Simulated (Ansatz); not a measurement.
Ansatz results at the PBE0-D4/def2-TZVP geometry: LUMO energy (B3LYP/def2-TZVPP) -1.00 eV; HOMO energy (PBE0/def2-TZVPP) -8.30 eV; LUMO energy (PBE/def2-TZVPP) -1.68 eV.

Each molecule was computed in one conformer, which needn't be the lowest.

(1) Which molecule gave them?
A. `N[SiH2]N[SiH2]N`
B. `C[SiH2][Si](F)(F)F`
C. `C[SiH](F)[SiH](F)F`
D. `C=C[SiH](O)[GeH2][OH]`

Results:

(1) C. The others give `C=C[SiH](O)[GeH2][OH]`: -1.03, -7.83, -1.76; `N[SiH2]N[SiH2]N`: 0.39, -7.26, -0.13; `C[SiH2][Si](F)(F)F`: -0.57, -8.96, -1.18.

B3LYP here is the variant with VWN-RPA as its local correlation; programs differ in this.
